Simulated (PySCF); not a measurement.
PySCF input for pentafluoroethane (C2HF5), SMILES FC(F)C(F)(F)F, ωB97X-D3(BJ)/def2-SVP. The structure is a stationary point at ωB97X-D3(BJ)/def2-SVP.

```python
import numpy as np
from pyscf import gto, scf, dft, df
from pyscf.hessian import thermo

mol = gto.M(
    atom='''
    F     1.45410348    0.05918982   -1.09698348
    C     0.85584377   -0.43827892    0.00000001
    F     1.45410348    0.05918983    1.09698349
    C    -0.61412428   -0.00273361   -0.00000000
    F    -0.72452843    1.32194322   -0.00000001
    F    -1.22413284   -0.48762858    1.08384273
    F    -1.22413283   -0.48762859   -1.08384273
    H     0.93096731   -1.53951609    0.00000001
    ''',
    basis='def2-SVP',
    charge=0,
    spin=0,
    max_memory=1600,
    verbose=3,
)
mf = dft.RKS(mol, xc='wb97x-d3bj').density_fit(auxbasis='def2-universal-jkfit')
mf.grids.level = 3
mf.conv_tol = 1e-11
mf.max_cycle = 100
mf.kernel()

# [left out here: the lines that compute and print the analytic Hessian (its translational invariance restored by hand, since the grid's response is missing), thermochemistry and intensities]
```

Log of the run:

```
converged SCF energy = -575.648773961248

WARN: DFTD3 does not support analytical Hessian, using finite difference


WARN: Mole.unit (angstrom) is changed to Bohr

Mode                                 0                   1                   2
Irrep
Freq [cm^-1]                       67.5186            211.8112            246.0469
Reduced mass [au]                  13.3887             18.6355             14.0955
Force const [Dyne/A]                0.0360              0.4926              0.5028
Char temp [K]                      97.1442            304.7491            354.0068
Normal mode                   x     y     z       x     y     z       x     y     z
       0   F                 0.01  0.12  0.03    0.11 -0.03  0.01   -0.06  0.06 -0.00
       1   C                 0.00  0.00 -0.03   -0.00 -0.00 -0.04    0.01 -0.03  0.00
       2   F                -0.01 -0.12  0.03   -0.11  0.03  0.01   -0.06  0.06  0.00
       3   C                -0.00  0.00 -0.01    0.00 -0.00 -0.04    0.01 -0.06  0.00
       4   F                -0.00 -0.00 -0.09    0.00 -0.00 -0.00    0.17 -0.05 -0.00
       5   F                 0.03  0.06  0.03    0.11 -0.03  0.01   -0.03 -0.01 -0.01
       6   F                -0.03 -0.06  0.03   -0.11  0.03  0.01   -0.03 -0.01  0.01
       7   H                 0.00  0.00 -0.15    0.00 -0.00 -0.01    0.13 -0.02 -0.00
Mode                                 3                   4                   5
Irrep
Freq [cm^-1]                      369.1864            422.5365            531.1986
Reduced mass [au]                  17.9642             15.2794             14.9639
Force const [Dyne/A]                1.4426              1.6073              2.4878
Char temp [K]                     531.1770            607.9359            764.2766
Normal mode                   x     y     z       x     y     z       x     y     z
       0   F                -0.10 -0.02 -0.04   -0.08 -0.00  0.05    0.01  0.02  0.05
       1   C                -0.04 -0.01  0.00    0.00  0.00  0.07    0.01 -0.06  0.00
       2   F                -0.10 -0.02  0.04    0.08  0.00  0.05    0.01  0.02 -0.05
       3   C                 0.03  0.02 -0.00    0.00  0.00 -0.01   -0.01 -0.07 -0.00
       4   F                -0.00  0.02  0.00    0.00 -0.00 -0.11   -0.04 -0.10  0.00
       5   F                 0.11  0.01  0.03    0.06 -0.08 -0.01    0.01  0.08  0.09
       6   F                 0.11  0.01 -0.03   -0.06  0.08 -0.01    0.01  0.08 -0.09
       7   H                -0.05 -0.01  0.00    0.00  0.00  0.11    0.09 -0.06  0.00
Mode                                 6                   7                   8
Irrep
Freq [cm^-1]                      591.4032            595.6831            740.4063
Reduced mass [au]                   9.6449             16.2653             12.1072
Force const [Dyne/A]                1.9875              3.4005              3.9105
Char temp [K]                     850.8975            857.0553           1065.2799
Normal mode                   x     y     z       x     y     z       x     y     z
       0   F                -0.00 -0.01 -0.13    0.04  0.00 -0.03   -0.03  0.01  0.05
       1   C                 0.11  0.02 -0.00    0.00 -0.00 -0.04    0.05 -0.11  0.00
       2   F                -0.00 -0.01  0.13   -0.04 -0.00 -0.03   -0.03  0.01 -0.05
       3   C                 0.03 -0.03 -0.00    0.00 -0.00  0.08    0.09 -0.01 -0.00
       4   F                -0.04 -0.05  0.00   -0.00 -0.00 -0.10   -0.06 -0.03  0.00
       5   F                -0.03  0.04 -0.01   -0.07 -0.08  0.07    0.01  0.04 -0.11
       6   F                -0.03  0.04  0.01    0.07  0.08  0.07    0.01  0.04  0.11
       7   H                 0.22  0.04  0.00    0.00 -0.00 -0.08    0.11 -0.11  0.00
Mode                                 9                  10                  11
Irrep
Freq [cm^-1]                      894.9745           1184.9731           1207.2114
Reduced mass [au]                   5.6278              5.5582              3.9491
Force const [Dyne/A]                2.6559              4.5984              3.3909
Char temp [K]                    1287.6691           1704.9124           1736.9084
Normal mode                   x     y     z       x     y     z       x     y     z
       0   F                -0.01  0.01  0.00    0.04  0.05 -0.07   -0.03 -0.04  0.07
       1   C                 0.11 -0.14  0.00   -0.11 -0.17  0.00   -0.00 -0.00 -0.20
       2   F                -0.01  0.01 -0.00    0.04  0.05  0.07    0.03  0.04  0.07
       3   C                -0.01 -0.00  0.00   -0.06  0.04 -0.00   -0.00  0.00  0.05
       4   F                -0.02  0.13 -0.00    0.00 -0.02 -0.00    0.00 -0.00 -0.00
       5   F                -0.02 -0.03  0.05    0.02  0.00 -0.01   -0.00  0.00 -0.01
       6   F                -0.02 -0.03 -0.05    0.02  0.00  0.01    0.00 -0.00 -0.01
       7   H                 0.32 -0.13  0.00   -0.29 -0.18  0.00   -0.00 -0.00 -0.44
Mode                                12                  13                  14
Irrep
Freq [cm^-1]                     1249.4673           1288.0382           1356.3011
Reduced mass [au]                   3.6718             13.1292              3.3617
Force const [Dyne/A]                3.3774             12.8335              3.6435
Char temp [K]                    1797.7052           1853.2002           1951.4153
Normal mode                   x     y     z       x     y     z       x     y     z
       0   F                -0.01  0.01  0.00    0.02  0.01 -0.02    0.00  0.01 -0.01
       1   C                 0.05 -0.02 -0.00    0.00  0.00  0.04   -0.01  0.02  0.00
       2   F                -0.01  0.01 -0.00   -0.02 -0.01 -0.02    0.00  0.01  0.01
       3   C                 0.17  0.13  0.00    0.00  0.00  0.25    0.08 -0.21  0.00
       4   F                -0.01 -0.04  0.00   -0.00 -0.00 -0.01   -0.01  0.08 -0.00
       5   F                -0.04 -0.02  0.04    0.03  0.02 -0.06   -0.01  0.01 -0.00
       6   F                -0.04 -0.02 -0.04   -0.03 -0.02 -0.06   -0.01  0.01  0.00
       7   H                -0.46 -0.05 -0.00    0.00  0.00 -0.02   -0.49 -0.02  0.00
Mode                                15                  16                  17
Irrep
Freq [cm^-1]                     1409.2123           1497.7181           3131.6339
Reduced mass [au]                   1.3368              3.2207              1.0901
Force const [Dyne/A]                1.5641              4.2566              6.2990
Char temp [K]                    2027.5428           2154.8829           4505.7239
Normal mode                   x     y     z       x     y     z       x     y     z
       0   F                -0.01  0.01  0.02    0.02  0.00 -0.01   -0.00  0.00  0.00
       1   C                 0.00 -0.00 -0.14   -0.18 -0.00 -0.00    0.01 -0.08 -0.00
       2   F                 0.01 -0.01  0.02    0.02  0.00  0.01   -0.00  0.00 -0.00
       3   C                -0.00  0.00  0.03    0.16 -0.01 -0.00   -0.00 -0.00 -0.00
       4   F                 0.00 -0.00 -0.00   -0.01  0.02 -0.00   -0.00  0.00 -0.00
       5   F                -0.00  0.00 -0.00   -0.02 -0.01  0.02    0.00  0.00 -0.00
       6   F                 0.00 -0.00 -0.00   -0.02 -0.01 -0.02    0.00  0.00  0.00
       7   H                -0.00 -0.00  0.85    0.50  0.06  0.00   -0.08  0.95  0.00
temperature 298.1500 [K]
pressure 101325.00 [Pa]
Rotational constants [GHz] 3.67918 2.42418 2.00681
Symmetry number 1
Zero-point energy (ZPE) 0.03872 [Eh]   101654.592 [J/mol]
                           tot       elec      trans        rot        vib
Entropy [J/mol/K]       333.191      0.000    168.456    114.170     50.566
Cv [J/mol/K]             83.922      0.000     12.472     12.472     58.979
Cp [J/mol/K]             92.237      0.000     20.786     12.472     58.979
Internal energy [J/mol]                      3718.434   3718.434 110119.250
Internal energy [Eh]   -575.60400  -575.64877
Enthalpy [J/mol]                             6197.391   3718.434 110119.250
Enthalpy [Eh]          -575.60306
Gibbs free energy [J/mol]                  -44027.832 -30321.255  95043.138
Gibbs free energy [Eh] -575.64089
mode   freq/cm-1   IR/(km/mol)
   1       67.52         0.847
   2      211.81         3.009
   3      246.05         4.390
   4      369.19         0.041
   5      422.54         1.273
   6      531.20         9.328
   7      591.40        16.179
   8      595.68         0.960
   9      740.41        37.166
  10      894.97        45.583
  11     1184.97       112.425
  12     1207.21       103.740
  13     1249.47       222.809
  14     1288.04       394.852
  15     1356.30       198.584
  16     1409.21        22.349
  17     1497.72         7.013
  18     3131.63        22.517
max |gradient| / (hartree/bohr): 0.00010418277537361002
APT charges: [-0.5045  1.051  -0.5045  1.5933 -0.5381 -0.5358 -0.5358 -0.0255]
```

Self-consistency was reached.

Cost: about 2.7 core-minutes (a rough figure).
